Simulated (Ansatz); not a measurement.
Born–Oppenheimer molecular dynamics of ClGeH$_{3}$ (5 atoms, charge 0, multiplicity 1). It starts at the highest image of a converged band, a first-order saddle point between two minima.

The calculation used RKS revPBE-D4/def2-SVP in Ansatz.

```json
{
  "ensemble": "NVE (velocity Verlet)",
  "time step": "0.5 fs",
  "steps asked": "200",
  "starting velocities drawn for": "300 K",
  "seed": "11812"
}
```

First frame:

```xyz
5
Properties=species:S:1:pos:R:3
Ge 0.308 0.026 -0.489
H 0.511 0.139 1.271
H 1.601 -0.117 0.393
H -0.569 1.225 -0.023
Cl -0.891 -1.820 -0.472
```

Task: How far do the bonds stretch over the last three quarters of this one trajectory? (Pairs bonded in most of those frames.)

Result: 
```json
{"bond": "Ge1–H2", "mean (Å)": "1.603", "spread (Å)": "0.072", "shortest": "1.49", "longest": "1.72"}
{"bond": "Ge1–H3", "mean (Å)": "1.598", "spread (Å)": "0.070", "shortest": "1.46", "longest": "1.73"}
{"bond": "Ge1–H4", "mean (Å)": "1.602", "spread (Å)": "0.045", "shortest": "1.52", "longest": "1.70"}
{"bond": "Ge1–Cl5", "mean (Å)": "2.217", "spread (Å)": "0.047", "shortest": "2.16", "longest": "2.32"}
```

Mean temperature of the second half: 2975 K. The conserved energy stayed within 0.4 meV per atom of its start (net change -0.01 meV per atom), so the integration is sound. The kinetic energy rose, since the run started high on the potential surface and went downhill. A run of 0.1 ps of so small a system gives no equilibrium averages. The orbitals stay closed-shell, which can raise the energy where a bond breaks towards radicals; this wasn't checked here.

The run took 3.9 min on 1 thread of Arm Neoverse V1 (shared host), peak memory 0.1 GiB.
